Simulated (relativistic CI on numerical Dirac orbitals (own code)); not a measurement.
**Mn4+ in a cubic cluster: 3s photoemission with charge transfer**

Computed with a charge-transfer multiplet model of a cubic metal-ligand cluster with up to 2 ligand holes, Slater and spin-orbit integrals from Dirac-Coulomb-Breit ions, Slater integrals scaled by 0.8. The ground state mixes d3 with configurations of k ligand holes L, whose averages lie at kΔ + k(k − 1)U_dd/2; a core hole lowers each added d electron by U_cd. 300 K, Lorentzian 1.4 eV and Gaussian 0.8 eV FWHM.

Atomic integrals in eV (Slater integrals scaled, ζ unscaled), ground: F2dd 9.878, F4dd 6.215, zeta_d 0.050; with the core hole: F2dd 10.619, F4dd 6.712, zeta_d 0.058, G2cd 10.306.

Cluster parameters (eV): U_dd = 6.1, U_cd = 7, 10Dq = 2.1, 10Dq(ligand) = 0.1, V(eg) = 2.2, V(t2g) = -1, final-state hopping factor = 1.

| Case | n_d | d3 | d4L | d5L2 | S |
| --- | --- | --- | --- | --- | --- |
| Δ = -0.4 eV | 3.81 | 0.31 | 0.56 | 0.12 | 1.50 |
| Δ = 0.6 eV | 3.71 | 0.38 | 0.52 | 0.10 | 1.50 |
| Δ = 2.6 eV | 3.53 | 0.53 | 0.42 | 0.05 | 1.50 |

Weights, n_d and S are thermal averages at 300 K. Binding energies count from the first peak over 30 % of the highest in each spectrum, which can be another peak from case to case. The parameters are a model scan and need not match a compound or its usual spin state. Peaks in eV (height, largest 100):
- Δ = -0.4 eV: 0.0 (100), 3.9 (45), 10.2 (69), 20.6 (13)
- Δ = 0.6 eV: 0.0 (100), 4.1 (40), 10.0 (67), 19.6 (13)
- Δ = 2.6 eV: 0.0 (100), 4.4 (32), 7.2 (21), 9.7 (69), 19.0 (16)

Curve for Δ = 2.6 eV (points under 2 left out, the grid thinned):

E (eV), Intensity and a bar:
```
     -3.7        4.8 #
     -3.1        6.6 #
     -2.5        9.8 ##
     -1.9       16.2 ####
     -1.3       31.1 #########
     -0.7       65.1 ###################
     -0.1       99.4 ##############################
      0.5       76.9 #######################
      1.0       43.9 #############
      1.6       23.2 ######
      2.2       15.8 ####
      2.8       14.8 ####
      3.4       19.8 #####
      4.0       29.5 ########
      4.6       30.9 #########
      5.2       25.3 #######
      5.8       23.6 #######
      6.4       21.9 ######
      7.0       21.4 ######
      7.6       21.3 ######
      8.2       24.9 #######
      8.8       40.7 ############
      9.3       61.3 ##################
      9.9       67.4 ####################
     10.5       54.8 ################
     11.1       42.3 ############
     11.7       28.7 ########
     12.3       19.3 #####
     12.9       13.9 ####
     13.5        9.7 ##
     14.1        7.3 ##
     14.7        6.3 #
     15.3        5.8 #
     15.9        5.6 #
     16.5        5.8 #
     17.1        7.0 ##
     17.7        9.4 ##
     18.2       12.4 ###
     18.8       15.7 ####
     19.4       14.2 ####
     20.0        9.0 ##
     20.6        5.5 #
     21.2        3.9 #
     21.8        3.0 
     22.4        2.1
```

For the case Δ = 0.6 eV, Δ = 0.6 eV is smaller than U_dd = 6.1 eV, the charge-transfer side of the Zaanen-Sawatzky-Allen scheme. With the core hole the configuration with one ligand hole lies at Δ − U_cd = -7.4, -6.4, -4.4 eV from the one without, in the order of the table; where this is negative the screened configuration lies lower, though the effective hopping of about 4.4 eV (from the holes of the mixed ground state) mixes the two strongly wherever it is as large as the gap.

With at most 2 ligand holes the space is cut while the next configuration still counts, so covalency is underestimated, and a final configuration with one more ligand hole, which can lie low, is missing from the spectra.

Without intra-shell correlation the exchange splitting of the 3s hole comes out too large.
